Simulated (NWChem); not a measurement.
A calculation on H$_{2}$Ga (+1)

SMILES: [GaH2+]
```xyz
3

Ga     0.0000     0.0000     0.0000
H      0.0000     0.0000     1.5359
H      0.0000     0.0000    -1.5359
```
Charge +1, spin multiplicity 1.

Program: NWChem. The geometry was optimised at B3LYP/def2-SVP, a minimum by its harmonic frequencies.

Symmetry labels belong to the abelian group D2h used in the runs, with the axes of the coordinates shown; states degenerate in a higher group split over its labels.

The Hamiltonian is non-relativistic. The correlated methods keep 9 core orbitals frozen. The spin multiplicity of the parent species was assumed, not shown to be that of its ground state. The structure started from a generated list of species.

Question: List the 8 singlet excitations that EOM-CCSD/def2-SVPD, 9 core orbitals frozen gives, with oscillator strengths.

Answer: 
| state | symmetry | energy (eV) | wavelength (nm) | f |
|---|---|---|---|---|
| 1 | b3g | 6.70 | 185 | 0.000 |
| 2 | b2g | 6.70 | 185 | 0.000 |
| 3 | b1u | 10.26 | 121 | 1.092 |
| 4 | b2u | 10.71 | 116 | 0.489 |
| 5 | b3u | 10.71 | 116 | 0.489 |
| 6 | ag | 11.27 | 110 | 0.000 |
| 7 | au | 13.71 | 90 | 0.000 |
| 8 | b1g | 15.84 | 78 | 0.000 |
These are the lowest roots of each symmetry, so higher states are missing between them.
